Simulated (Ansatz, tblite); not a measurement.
Forces on the cluster Be5Se4⁺ at its r2SCAN-D4/def2-SVP geometry. Charge 1, multiplicity 2.

The xTB rows come from tblite. At PBE-D4/def2-TZVP the gap within one spin of the charge 1 doublet nearly closes, so an electron or hole may be smeared out by delocalisation error. Another isomer (doublet) lies 3.81 eV lower at PBE0-D4/def2-TZVP; other spin states weren't run for this one.

GFN1-xTB (tblite), largest force 0.50 eV/Å:

```xyz
9
positions Å, forces eV/Å
Be    0.534   -0.209    0.715    0.053   -0.015    0.065
Be    3.780   -0.887   -2.653   -0.314    0.059   -0.343
Be   -2.189   -0.444    1.148    0.068   -0.198    0.072
Be    1.801    0.558   -1.634    0.093    0.142    0.144
Be   -3.293    0.792    3.218   -0.249    0.126   -0.387
Se    1.720    1.361    0.213   -0.036    0.006   -0.005
Se   -3.732    0.904    1.265   -0.076    0.076    0.491
Se    2.048   -0.306   -3.479    0.459   -0.191   -0.001
Se   -0.670   -1.768    1.208    0.003   -0.005   -0.036
```

GFN2-xTB (tblite), largest force 0.70 eV/Å:

```
Be 0.062 -0.025 0.091
Be -0.519 0.220 -0.296
Be -0.088 -0.119 0.278
Be 0.315 0.052 0.013
Be -0.191 0.007 -0.614
Se -0.344 -0.564 -0.233
Se 0.282 -0.150 0.536
Se 0.452 -0.091 0.414
Se 0.032 0.670 -0.189
```

PBE-D4/def2-TZVP (Ansatz), largest force 0.14 eV/Å:

```
Be -0.027 0.010 -0.035
Be -0.116 0.062 0.009
Be 0.059 0.008 0.032
Be 0.010 -0.031 0.057
Be 0.021 -0.035 -0.133
Se 0.051 0.079 0.031
Se -0.063 0.064 0.081
Se 0.073 -0.064 -0.070
Se -0.008 -0.091 0.028
```
